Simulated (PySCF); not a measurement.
## (MeSi)4O6 adamantane: computed shieldings and shifts

(MeSi)4O6 adamantane, C4H12O6Si4.

Geometry:
```csv
atom,x (Å),y (Å),z (Å)
Si1,-0.028,1.710,-0.389
C2,-0.057,3.499,-0.790
O3,-1.518,0.967,-0.578
Si4,-1.607,-0.669,-0.232
C5,-3.282,-1.381,-0.458
O6,-1.039,-0.823,1.336
Si7,0.487,-0.215,1.663
C8,1.004,-0.438,3.408
O9,0.434,1.391,1.189
O10,1.506,-0.967,0.567
Si11,1.125,-0.819,-1.058
C12,2.312,-1.680,-2.159
O13,1.028,0.829,-1.345
O14,-0.444,-1.386,-1.201
H15,0.941,3.938,-0.644
H16,-0.770,4.022,-0.137
H17,-0.360,3.649,-1.836
H18,-3.568,-1.361,-1.520
H19,-4.021,-0.805,0.118
H20,-3.297,-2.423,-0.108
H21,0.240,-0.034,4.087
H22,1.953,0.086,3.591
H23,1.143,-1.507,3.629
H24,3.328,-1.291,-2.000
H25,2.036,-1.525,-3.212
H26,2.311,-2.760,-1.949
```

GIAO calculations in PySCF on the PBE0-D3(BJ)/def2-SVP structure: isolated species, non-relativistic, equivalent atoms averaged; basis pcSseg-1.

Problem. Give the isotropic shieldings (ppm) with PBE0, wB97X-D.

Solution. 
```csv
atoms,environment,PBE0,wB97X-D
Si1/Si4/Si7/Si11,"silicon bonded to C, 3 O",379.9,379.4
O3/O6/O9/O10/O13/O14,oxygen bonded to 2 Si,189.8,195.9
C2/C5/C8/C12,"carbon bonded to Si, 3 H",189.2,189.1
H15/H16/H17/H18/H19/H20/H21/H22/H23/H24/H25/H26,hydrogen on a carbon bonded to Si,30.96,31.06
HOMO–LUMO gap (eV),–,9.97,13.73
```

Problem. And the chemical shifts, against references computed in the same way?

Solution. 
```tsv
atoms	nucleus, reference	PBE0	wB97X-D
Si1/Si4/Si7/Si11	²⁹Si, TMS	-27.9	-26.5
O3/O6/O9/O10/O13/O14	¹⁷O, H2O	144.8	137.3
C2/C5/C8/C12	¹³C, TMS	-4.8	-4.6
H15/H16/H17/H18/H19/H20/H21/H22/H23/H24/H25/H26	¹H, TMS	0.31	0.32
```

Problem. Which part of the shielding of Si1/Si4/Si7/Si11 depends on the functional?

Solution. Diamagnetic: PBE0 889, wB97X-D 890 ppm; paramagnetic: PBE0 -509, wB97X-D -510 ppm. The diamagnetic part, set mainly by inner electrons, hardly moves; the paramagnetic part goes with low-lying magnetically allowed excitations and carries the spread.

Experimental scales use liquid or dissolved standards, which lie at an offset from isolated H2O (liquid H2O: subtract about 36 ppm).
